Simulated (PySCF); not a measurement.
HBN (SMILES [B]=N), doublet, at a GFN2-xTB geometry; PBE0/6-31G in PySCF.

The PySCF input:
```python
from pyscf import gto, scf, dft

mol = gto.Mole()
mol.atom = '''
    B    -0.00000000   -0.00000000   -0.84064362
    N     0.00000000    0.00000000    0.40129173
    H     0.00000000    0.00000000    1.39417598
'''
mol.basis = '6-31g'
mol.spin = 1
mol.verbose = 4
mol.build()

mf = dft.UKS(mol)
mf.xc = 'pbe0'
mf.kernel()
mf.analyze()
```

What the program printed (banner, timings and long lists left out):

```
PySCF version 2.14.0

[INPUT] verbose = 4
[INPUT] num. atoms = 3
[INPUT] num. electrons = 13
[INPUT] charge = 0
[INPUT] spin (= nelec alpha-beta = 2S) = 1
[INPUT] symmetry False subgroup None
[INPUT] Mole.unit = angstrom
[INPUT] Symbol           X                Y                Z      unit          X                Y                Z       unit  Magmom
[...]
nuclear repulsion = 19.8279025792792
number of shells = 12
number of NR pGTOs = 48
number of NR cGTOs = 20
basis = 6-31g
ecp = {}

******** <class 'pyscf.dft.uks.UKS'> ********
method = UKS
initial guess = minao
damping factor = 0
level_shift factor = 0
DIIS = <class 'pyscf.scf.diis.CDIIS'>
diis_start_cycle = 1
diis_space = 8
diis_damp = 0
SCF conv_tol = 1e-09
SCF conv_tol_grad = None
SCF max_cycles = 50
direct_scf = True
direct_scf_tol = 1e-13
number electrons alpha = 7  beta = 6
XC library pyscf.dft.libxc version 7.1.2
    S. Lehtola, C. Steigemann, M. J. T. Oliveira, and M. A. L. Marques,  SoftwareX 7, 1–5 (2018)
XC functionals = pbe0
    C. Adamo and V. Barone,  J. Chem. Phys. 110, 6158 (1999)
    M. Ernzerhof and G. E. Scuseria,  J. Chem. Phys. 110, 5029 (1999)
radial grids:
    Treutler-Ahlrichs [JCP 102, 346 (1995); DOI:10.1063/1.469408] (M4) radial grids

becke partition: Becke, JCP 88, 2547 (1988); DOI:10.1063/1.454033
pruning grids: <function nwchem_prune>
grids dens level: 3
symmetrized grids: False
atomic radii adjust function: <function treutler_atomic_radii_adjust>
small_rho_cutoff = 0
Set gradient conv threshold to 3.16228e-05
tot grids = 37760
init E= -80.1348821354541

cycle= 1 E= -79.9313796521872  delta_E= 0.204  |g|= 0.348  |ddm|= 1.29
cycle= 2 E= -79.7199598436476  delta_E= 0.211  |g|= 0.742  |ddm|= 0.779
cycle= 3 E= -79.9914216882946  delta_E= -0.271  |g|= 0.0378  |ddm|= 0.497
cycle= 4 E= -79.992660977339  delta_E= -0.00124  |g|= 0.0117  |ddm|= 0.0683
cycle= 5 E= -79.9928611804483  delta_E= -0.0002  |g|= 0.00435  |ddm|= 0.0189
cycle= 6 E= -79.9929418249855  delta_E= -8.06e-05  |g|= 0.00112  |ddm|= 0.0185
cycle= 7 E= -79.992947437523  delta_E= -5.61e-06  |g|= 0.000174  |ddm|= 0.00633
cycle= 8 E= -79.9929474703193  delta_E= -3.28e-08  |g|= 2.48e-05  |ddm|= 0.000361
cycle= 9 E= -79.9929474711296  delta_E= -8.1e-10  |g|= 6.25e-06  |ddm|= 5.54e-05
Extra cycle  E= -79.9929474711043  delta_E= 2.54e-11  |g|= 1.08e-05  |ddm|= 1.28e-05
converged SCF energy = -79.9929474711043  <S^2> = 0.77409756  2S+1 = 2.0239541
**** SCF Summaries ****
Total Energy =                         -79.992947471104287
Nuclear Repulsion Energy =              19.827902579279232
One-electron Energy =                 -146.772691762599550
Two-electron Energy =                   46.951841712216023
Two-electron Coulomb Energy =           58.150824809007879
DFT Exchange-Correlation Energy =      -11.198983096791856
**** MO energy ****
                             alpha | beta                alpha | beta
[...]
To work with the spin densities directly, `use mulliken_meta_spin()` only printing them here.

 ** Mulliken spin pop alpha/beta on meta-lowdin orthogonal AOs **
 ** Mulliken Spin Density (per AO)  **
spin_pop of  0 B 1s        0.00018
spin_pop of  0 B 2s        0.55083
spin_pop of  0 B 3s        0.00156
spin_pop of  0 B 2px       0.09941
spin_pop of  0 B 2py       0.09941
spin_pop of  0 B 2pz       0.43194
spin_pop of  0 B 3px      -0.00002
spin_pop of  0 B 3py      -0.00002
spin_pop of  0 B 3pz       0.00144
spin_pop of  1 N 1s        0.00000
spin_pop of  1 N 2s       -0.00492
spin_pop of  1 N 3s        0.00046
spin_pop of  1 N 2px      -0.09823
spin_pop of  1 N 2py      -0.09823
spin_pop of  1 N 2pz       0.00363
spin_pop of  1 N 3px      -0.00116
spin_pop of  1 N 3py      -0.00116
spin_pop of  1 N 3pz       0.00029
spin_pop of  2 H 1s        0.01432
spin_pop of  2 H 2s        0.00027
 ** Mulliken Spin Density (per atom)  **
spin density of  0 B =      1.18473
spin density of  1 N =     -0.19933
spin density of  2 H =      0.01460
 ** Mulliken pop alpha/beta on meta-lowdin orthogonal AOs **
 ** Mulliken pop       alpha | beta **
[...]
In total             7.00000 | 6.00000
 ** Mulliken atomic charges   ( Nelec_alpha | Nelec_beta ) **
charge of  0B =      0.06524  (     3.05975      1.87501 )
charge of  1N =     -0.33071  (     3.56569      3.76502 )
charge of  2H =      0.26547  (     0.37457      0.35997 )
Dipole moment(X, Y, Z, Debye):  0.00000, -0.00000,  0.47452
```
